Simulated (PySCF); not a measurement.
Two-component Hartree-Fock for N+ (nitrogen, charge +1)

Start: [He] 2s2 2p2; 2p3/2 filled at m_j = +1/2, +3/2. Calculated with PySCF 2.14 in x2c-TZVPall-2c with one added diffuse shell each of s, p, d type (6s4p3d1f, 40 functions): generalised Hartree-Fock with the X2C-1e Hamiltonian and a Gaussian nucleus; one run each with spin-orbit coupling (SO) switched off, then screened by Boettger's factors. This is a chosen level, not necessarily the ground level.

```tsv
spinor shell	electrons	ε, spin-free (eV)	ε, screened SO (eV)	weight of nominal j (screened SO)	rms radius, screened SO (bohr)
1s1/2	2	-443.30	-443.31	1.000	0.265
2s1/2	2	-39.837	-39.839	1.000	1.37
2p3/2	2	-30.297	-30.294	0.831	1.39
```

```
   quantity  spin-free  screened SO
E (hartree)  -53.91862    -53.91837
        M_J          2            2
       ⟨J²⟩      6.007        6.007
       ⟨L²⟩      2.003        2.003
       ⟨S²⟩      2.004        2.004
```

Each row is a mean over spinors that exchange with the open shell spreads, by up to 8.605 eV (2s1/2).

Rows whose weight is well below 1 are mixtures of j = l ± 1/2: exchange outweighs spin-orbit coupling there, and the label is only the starting occupation.

Without spin-orbit coupling the j labels of p, d and f shells carry no meaning; the spin-free column gives the mean over the occupied spinors of each nl shell.
